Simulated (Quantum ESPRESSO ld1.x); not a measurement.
The numbers below are computed, except where a source is named.
Mn IV, configuration [Ar] 3d3 4f1 (not the ground configuration).

Level of theory: Dirac Kohn-Sham, PBE, spin-unpolarised, spherical densities, point nucleus; open shells fill j = l - 1/2 first (ld1.x of Quantum ESPRESSO 7.5).

Energy parts (hartree):
total: -1154.896
kinetic: 1169.869
electron-nucleus: -2719.628
Hartree: 445.296
exchange-correlation: -50.433

Orbitals (lengths in bohr, moments of r in powers of bohr):
| orbital | occ. | eigenvalue (hartree) | <1/r> | <r^2> | <r> |
|---|---|---|---|---|---|
| 1s1/2 | 2 | -238.142 | 24.93 | 0.004988 | 0.06090 |
| 2s1/2 | 2 | -29.2803 | 5.324 | 0.09213 | 0.2792 |
| 2p1/2 | 2 | -25.3531 | 5.265 | 0.07397 | 0.2451 |
| 2p3/2 | 4 | -24.9700 | 5.179 | 0.07562 | 0.2480 |
| 3s1/2 | 2 | -4.97375 | 1.700 | 0.7978 | 0.8332 |
| 3p1/2 | 2 | -3.83681 | 1.587 | 0.8769 | 0.8660 |
| 3p3/2 | 4 | -3.78680 | 1.568 | 0.8924 | 0.8737 |
| 3d3/2 | 3 | -1.97389 | 1.309 | 1.158 | 0.9697 |
| 3d5/2 | 0 | -1.96803 | 1.305 | 1.164 | 0.9723 |
| 4f5/2 | 1 | -0.43103 | 0.2656 | 20.70 | 4.299 |
| 4f7/2 | 0 | -0.43101 | 0.2656 | 20.71 | 4.300 |

The highest occupied level is 4f5/2 at -11.729 eV. The configuration is held as typed, so some empty levels lie below it. Summed over all electrons, <r^2> = 31.74 bohr^2, which gives a Langevin (diamagnetic) susceptibility term of -25.1 x 10^-6 cm^3/mol.
